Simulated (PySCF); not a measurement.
# Electron correlation in W²⁺ (tungsten, charge +2)

[Xe] 4f14 5d3 6s1, high-spin 5F determinant (an excited configuration). Computed with PySCF 2.14 in def2-QZVPPD with the def2 core potential (60 electrons), with a scalar-relativistic core potential. Frozen: 5s2 5p6; 4 electrons correlated.

MP2 pair energies summed by pair of shells (mhartree):

```csv
pair,energy,share (%)
5d-5d,-14.40,51.3
5d-6s,-13.68,48.7
```

Total MP2 correlation energy: -28.08 mhartree.

Same-spin part -28.08 and opposite-spin part 0.00 mhartree; SCS-MP2 scales them by 1/3 and 6/5 to -9.36 mhartree.
